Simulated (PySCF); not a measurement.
Delta-SCF ions had no search for a lower state. Excitations are Tamm–Dancoff values on a coarser integration grid. The basis has no diffuse functions, so Rydberg states are missing or too high.

Cartesian coordinates (Å):
```xyz
11

F      2.3058     1.4146    -1.0867
Ge     2.0701    -0.1152    -0.2308
Ge    -0.0384     0.0759     0.9843
Ge    -0.5817    -1.9785     2.1856
F     -2.0927    -1.6772     3.0539
H      3.3001    -0.2815     0.7041
H      2.0487    -1.2216    -1.3219
H     -1.1746     0.3872    -0.0235
H      0.0687     1.2410     2.0013
H      0.4708    -2.3510     3.2666
H     -0.8578    -3.1821     1.2421
```
Charge 0, multiplicity 1.

Predict the total energy, S1–T1 gap (TDA) and vertical ionisation energy (Delta-SCF) from PySCF with PBE-D3(BJ)/def2-TZVP // PBE-D3(BJ)/def2-SVP.


```
Property                                       Result
--------------------------------------  -------------
total energy                            -6433.3386 Ha
S1–T1 gap (TDA)                               0.71 eV
vertical ionisation energy (Delta-SCF)        9.68 eV
```
